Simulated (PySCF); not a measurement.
## Sound and unsound settings

Molecule: `C(C=C)C(C)(C)N`, C$_{6}$H$_{13}$N; geometry GFN2-xTB.

Bonds (- single, = double, # triple, : aromatic): C1=C2, C2-C3, C3-C4, C4-C5, C4-C6, C4-N7. C1 carries H8, H9; C2 carries H10; C3 carries H11, H12; C5 carries H13, H14, H15; C6 carries H16, H17, H18; N7 carries H19, H20. H9 is cis to C3; H8 is trans to C3.

All runs: PySCF, non-relativistic, gas phase unless a solvent (IEF-PCM) is named; grid level 2, GIAOs and SCF threshold 1e-9 unless changed. The yardstick, PBE0/pcSseg-1, gives these isotropic shieldings σ (ppm, equivalent atoms averaged): C2 41.0, C3 133.3, C4 135.4, H10 25.44, H11/H12 29.58, H13/H14/H15/H16/H17/H18 30.65, H19/H20 31.10.

Problem. What do these inputs give? (1) BHandHLYP/cc-pVDZ; (2) solvent methanol; wB97X-D/6-311G**; level_shift 0.1; (3) BLYP/MINI; guess random; damp 2.0; max_cycle 92

Solution. 
```tsv
run	outcome	functions	wall time	C2	C3	C4	H10	H11/H12	H13/H14/H15/H16/H17/H18	H19/H20
1	converged	163	17 s	61.2	147.9	148.5	25.73	29.87	30.91	31.60
2	converged	204	35 s	44.1	137.5	137.8	25.59	29.96	31.07	31.31
3	converged	48	15 s	102.8	169.2	173.3	24.49	28.34	29.78	30.50
```

Times are on 1 thread of an Arm Neoverse V2, shared host.

Problem. Comment on the technical settings and failures.

Solution. 
- Run 2: The functional and orbital basis and medium differ from the yardstick's, which in itself moves the values. The level shift changes the path of the SCF (11 cycles), not the solution, provided the same state is reached.
- Run 3: The functional and orbital basis differ from the yardstick's, which in itself moves the values. The starting guess, damping, cycle limit change the path of the SCF (24 cycles), not the solution, provided the same state is reached. With 48 functions the basis is far too small for magnetic properties.

Run 3 was set up unsoundly or failed; its numbers aren't to be quoted as properties of the molecule.
